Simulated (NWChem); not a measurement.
System: HfO2 cation, doublet; SMILES of the neutral closed-shell parent [O]=[Hf]=[O]

Here is an NWChem input.

```
start job
memory heap 200 mb stack 900 mb global 1100 mb
charge 1
geometry units angstroms noautoz
  Hf     0.241514     0.000000     0.219933
  O      1.422593     0.000000    -1.165959
  O     -1.150167     0.000000    -0.860849
end
basis spherical
  Hf library def2-svp
  O library def2-svp
end
ecp
  Hf library def2-ecp
end
dft
  odft
  mult 2
  xc xpbe96 cpbe96
  iterations 150
  mulliken
end
task dft energy
```

Structure relaxed at the PBE0/def2-SVP, spin-unrestricted level. The spin multiplicity was typed, not searched, and may not be the lowest. No stability test was run on the SCF state. def2 effective core potentials on Hf; no spin-orbit coupling.

Problem. What results follow from this input? (PBE/def2-SVP with def2 effective core potentials on Hf, spin-unrestricted.) Quantities: basis functions; energy (Ha); highest occupied level (eV); lowest empty minus highest occupied level, either spin (eV); <S²>.

Solution. The number of basis functions is 60. The energy (Ha) is -197.92 and the highest occupied level (eV) is -13.82. The lowest empty minus highest occupied level, either spin (eV) comes out as 1.66 and the <S²> is 0.764.
